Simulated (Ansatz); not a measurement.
Coupled-cluster run, `C[SiH](F)[SiH2]S`.

```yaml
crystal:
  periodic: [false, false, false]
  atoms:
    - {symbol: C, position_ang: [-1.660669, -0.597921, 0.771893]}
    - {symbol: Si, position_ang: [0.180661, -0.839942, 0.788345]}
    - {symbol: F, position_ang: [0.764135, -0.339745, 2.201254]}
    - {symbol: Si, position_ang: [1.233876, 0.368543, -0.927336]}
    - {symbol: S, position_ang: [0.430736, 2.354863, -0.833300]}
    - {symbol: H, position_ang: [-2.077164, -0.969476, -0.168649]}
    - {symbol: H, position_ang: [-1.921082, 0.458857, 0.862209]}
    - {symbol: H, position_ang: [-2.130045, -1.144436, 1.593419]}
    - {symbol: H, position_ang: [0.525870, -2.282931, 0.663061]}
    - {symbol: H, position_ang: [2.713929, 0.377877, -0.775303]}
    - {symbol: H, position_ang: [0.915814, -0.260924, -2.240241]}
    - {symbol: H, position_ang: [1.100839, 2.820135, -1.901353]}
basis:
  gaussian: {orbitals: def2-TZVPP}
correlation: {method: ccsd_t}
```

```sh
$ ansatz run in.yaml --threads 4 --pin off --events-out ev --progress --plain --max-ram 10444MiB
```

Log, shortened:

```
Functional definition: HF
1646 factors; integrals over basis functions are off by at most 1.1e-3 eV
mean field evaluation 1: about -30390.7402 eV, gradient 3.7e1 eV
mean field evaluation 2: about -30391.0295 eV, gradient 3.7e1 eV
mean field evaluation 4: about -30394.5107 eV, gradient 4.1e0 eV
mean field evaluation 8: about -30394.5884 eV, gradient 2.9e-1 eV
mean field -30394.58884045 eV, -1116.9805376942 hartree, gradient 2.8e-6 eV, S^2 0.000000; 0 other end points of the search recorded, 0 dependent functions left out
17 core orbitals not correlated: weight in the atoms' cores, before any rotation towards them, 1.000 or more for the frozen orbitals, at most 0.000 for the correlated occupied ones
reference -30394.58884045 eV, -1116.9805376942 hartree; 16, 16 occupied and 253, 253 virtual orbitals, 1646 factors
second order -23.12417821 eV of doubles, -0.00000000 eV of singles
cycle   1  -24.13919776 eV  change    -1.0e0 eV  update   1.1e-1
cycle   2  -24.72960068 eV  change   -5.9e-1 eV  update   3.2e-2
cycle   3  -24.84769381 eV  change   -1.2e-1 eV  update   1.6e-2
cycle   4  -24.83951996 eV  change    8.2e-3 eV  update   3.5e-3
cycle   5  -24.83704071 eV  change    2.5e-3 eV  update   1.4e-3
cycle   6  -24.83716632 eV  change   -1.3e-4 eV  update   4.3e-4
cycle   7  -24.83696506 eV  change    2.0e-4 eV  update   1.6e-4
cycle   8  -24.83692670 eV  change    3.8e-5 eV  update   4.8e-5
cycle   9  -24.83694973 eV  change   -2.3e-5 eV  update   1.9e-5
perturbative correction -0.91240262 eV, -0.0335301780 hartree
Total energy: -30420.33819280 eV, -1117.9268089397 hartree
```

It took 2.5 min on 4 threads of an Intel Xeon Platinum 8259CL on a shared host, with 8 GiB of host memory at the peak.

MP2 recovers 89.8 % of the CCSD(T) correlation energy and the triples give 3.5 %; T1 = 0.0116.
